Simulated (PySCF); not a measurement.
A structure optimised at PBE-D3(BJ)/def2-TZVPD, used in a PySCF frequency run:

```
Rb
I 1 3.2426
```
Charge 0, spin multiplicity 1.

### Question
Write its SMILES, formula and point group.

### Answer
[Rb][I], IRb, C∞v

### Question
What are its rotational constants (standard atomic weights)?

### Answer
0.94114 GHz (linear rotor, B only)
